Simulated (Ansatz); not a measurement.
All numbers were calculated with Ansatz.

A structure relaxed at PBE0-D4/def2-TZVP, charge 0, multiplicity 1:

```xyz
13

Si    1.077   -1.407   -1.058
Si   -0.847   -0.730    0.091
C    -0.501    0.808    1.172
C    -0.155    1.931    0.290
S     1.327    2.293   -0.243
H     1.423   -0.473   -2.159
H     2.219   -1.525   -0.115
H     0.802   -2.749   -1.644
H    -1.321   -1.812    0.999
H    -1.947   -0.407   -0.859
H     0.331    0.541    1.828
H    -1.403    1.007    1.758
H    -1.004    2.522   -0.061
```

Problem. Give its formula and SMILES.

Solution. C2H8SSi2, `[SiH3][SiH2]CC=S`.

Problem. Point group (tolerance 0.08 Å, 0.16 Å for H)?

Solution. C1.

Problem. Summarise the bond lengths by kind.

Solution. 1 × Si–Si 2.341 Å; 5 × H–Si 1.484 to 1.490 Å; 1 × C–Si 1.912 Å; 1 × C–C 1.468 Å; 3 × C–H 1.092 to 1.094 Å; 1 × C–S 1.616 Å.
